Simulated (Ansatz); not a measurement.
Gas-phase electronic energies from Ansatz, PBE0-D4/def2-TZVP geometries. CCSD(T)/CBS is the MP2 limit (def2-TZVPP, def2-QZVPP) plus CCSD(T) − MP2 in def2-TZVPP, frozen cores. Functionals use def2-TZVPP. B3LYP here is the variant with VWN-RPA as its local correlation; programs differ in this. HSE06 is defined as in plane-wave codes. For Br, Ge outer-core shells are correlated without core-valence functions, which leaves a few kJ/mol of doubt a bond. Scalar relativity is left out up to krypton. Each species was taken in one conformer, which may not be the lowest.

Reaction (substitution at a C–Br bond): `BrC1=C[SiH2]1` + `[NH2][GeH3]` → `[GeH3][NH]C1=C[SiH2]1` + HBr

`BrC1=C[SiH2]1`:

Cartesian coordinates in Å:
```
Br -1.397 -2.360 0.040
C -0.414 -0.777 0.045
C 0.696 -0.356 0.634
Si -0.046 0.925 -0.427
H 1.435 -0.754 1.317
H -0.796 2.067 0.146
H 0.522 1.254 -1.755
```

`[NH2][GeH3]`:

Cartesian coordinates in Å:
```
N 0.794 -0.841 0.110
Ge -0.583 0.365 -0.103
H 1.551 -0.713 -0.547
H 1.187 -0.846 1.042
H -1.658 0.001 0.932
H -0.178 1.845 0.100
H -1.112 0.190 -1.534
```

`[GeH3][NH]C1=C[SiH2]1`:

Z-matrix (Å, degrees):
```
Ge
N 1 1.849
H 1 1.536 2 109.2
H 1 1.536 2 109.2 3 120.1
H 1 1.534 2 105.6 3 -119.9
C 2 1.350 1 123.0 3 -60.0
H 2 1.005 1 120.4 3 120.1
Si 6 1.814 2 154.9 1 -179.9
C 6 1.346 2 137.9 1 -0.0
H 8 1.487 6 121.6 2 73.5
H 8 1.487 6 121.5 2 -73.7
H 9 1.082 6 137.0 2 -0.0
```

HBr:

Z-matrix (Å, degrees):
```
Br
H 1 1.420
```

| level | ΔE (kJ/mol) | difference from CCSD(T)/CBS |
| --- | --- | --- |
| r2SCANh-D4 | -34.6 | -6.3 |
| HSE06-D4 | -36.0 | -7.7 |
| CAM-B3LYP-D4 | -38.5 | -10.2 |
| ωB97X-V | -34.3 | -6.0 |
| revPBE | -23.7 | 4.6 |
| B3LYP | -28.2 | 0.1 |
| r2SCANh | -33.0 | -4.7 |
| HF/def2-SVP | -52.4 | -24.1 |
| CCSD/def2-TZVPP | -29.3 | -1.0 |
| CCSD/CBS(def2) | -29.0 | -0.7 |
| CCSD(T)/CBS | -28.3 | 0 |

Question: What do rigid-rotor, harmonic-oscillator terms from PBE0-D4/def2-TZVP frequencies (298.15 K, 1 bar) make of the CCSD(T)/CBS value? (Best estimate.)

Answer: Ansatz gave: ΔZPE = -7.7 kJ/mol, ΔH = -33.8 kJ/mol, ΔS = -20 J/(mol·K), ΔG = -27.8 kJ/mol.

Largest T1 diagnostic among the species: 0.013.

Leaving LDA and LC-ωPBE aside and taking each functional with its dispersion term where it has one, the values, not all of them listed here, spread over 10.9 kJ/mol, from CAM-B3LYP-D4 to B2PLYP. LDA lies −18.4 kJ/mol from PBE without D4. The D4 term adds −6.0 kJ/mol with B3LYP and −3.7 kJ/mol with PBE0; it sums over pairs of atoms, weighted by their polarisabilities, and B3LYP, whose exchange is more repulsive, gets the larger term.
